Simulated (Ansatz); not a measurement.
A run for Ansatz (an electronic-structure program): R-r2SCAN/def2-TZVPP on HNP (SMILES [NH+]#P), atoms moved off the minimum. Charge +1.

Ansatz 0.2 input:
```yaml
crystal:
  periodic: [false, false, false]
  atoms:
    - {symbol: N, position_ang: [-0.07868332, 0.00285528, -0.78740844]}
    - {symbol: P, position_ang: [-0.07735904, -0.18155083, 0.52104463]}
    - {symbol: H, position_ang: [-0.06033828, -0.08401918, -1.88083865]}
basis:
  gaussian:
    orbitals: def2-TZVPP
hamiltonian:
  xc: {name: r2SCAN}
total_charge: 1
scf: {lower_state_search: off}
output: {forces: true}
```

The head of its log:

```
WARN ansatz: RAYON_NUM_THREADS=1 ignored (pool sized by the plan → 1); use --threads N
Functional definition: r2SCAN
these checks for a lower state are left out or cut short: stability, starts, cluster_reference, orbital_swaps, neighbouring_geometries, increment
integrals: 0.02 GiB planned
501 factors; their error is unknown
mean field: 0.17 GiB planned
mean field evaluation 1: about -10762.0667 eV, gradient 1.1e2 eV
mean field evaluation 2: about -10678.1986 eV, gradient 1.8e2 eV
```

Q: Predict the final total energy.

A: -396.3108 hartree.
